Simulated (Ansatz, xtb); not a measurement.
Relative energy of two isomers of C4H10ClNSi

We compare X, `Cl[SiH2]N1CCCC1`, a singlet, with Y, `CC(C)/C=N/[SiH2]Cl`, a singlet. Both are isolated molecules in the gas phase, relaxed with PBE0-D3(BJ)/def2-SVP, each in the lowest conformer that the search found.

Quicker runs give these differences E(Y) − E(X): GFN2-xTB +83.7 kJ/mol; HF/STO-3G +147.6 kJ/mol (at GFN2-xTB geometries); r2SCAN-D4/def2-SVP +31.3 kJ/mol (at GFN2-xTB geometries).

Question: Estimate E(Y) − E(X) at the level CCSD(T)/def2-SVP + ΔMP2/def2-TZVPP.

Answer: Calculated at CCSD(T)/def2-SVP + ΔMP2/def2-TZVPP: E(Y) − E(X) = +22.2 kJ/mol, so structure X lies lower.

How the difference moves with the method:

| level | geometry | E(Y) − E(X) (kJ/mol) | departure from the last row (kJ/mol) | job, with rough time for the two |
| --- | --- | --- | --- | --- |
| GFN2-xTB | GFN2-xTB | +83.7 | +61.5 | optimisation, 0.4 s |
| HF/STO-3G | GFN2-xTB | +147.6 | +125.4 | single point, 0.49 s |
| r2SCAN-D4/def2-SVP | GFN2-xTB | +31.3 | +9.1 | single point, 4.9 s |
| PBE0-D3(BJ)/def2-SVP | PBE0-D3(BJ)/def2-SVP | +43.4 | +21.2 | optimisation, 82 s |
| HF/def2-SVP | PBE0-D3(BJ)/def2-SVP | +21.0 | −1.2 | part of the CCSD(T) run |
| MP2/def2-SVP | PBE0-D3(BJ)/def2-SVP | +28.4 | +6.2 | part of the CCSD(T) run |
| CCSD(T)/def2-SVP | PBE0-D3(BJ)/def2-SVP | +22.4 | +0.2 | single point |
| CCSD(T)/def2-SVP + ΔMP2/def2-TZVPP | PBE0-D3(BJ)/def2-SVP | +22.2 |  | single point, 1.9 min |

As drawn, Y has 1 C=N in place of 2 C–N. Structure X has a 5-membered ring, Y no ring.

The levels shown agree on the order. The largest departure from CCSD(T)/def2-SVP + ΔMP2/def2-TZVPP is that of HF/STO-3G, 125.4 kJ/mol. The last row adds to CCSD(T) the change of the MP2 difference between the two basis sets, here −0.2 kJ/mol.

With thermal terms from frequencies at re-optimised GFN2-xTB minima (ideal gas, soft modes damped towards free rotors, one conformer each, 298.15 K, 1 atm): on the last row, ΔE + ΔZPE = +12.3, ΔH = +16.1, ΔG = +8.5 kJ/mol.

The correlated steps freeze 15 core orbitals. Codes used: Ansatz 0.2.0, xtb 6.7.1; the last row on 4 threads of Arm Neoverse V1 on a shared host.
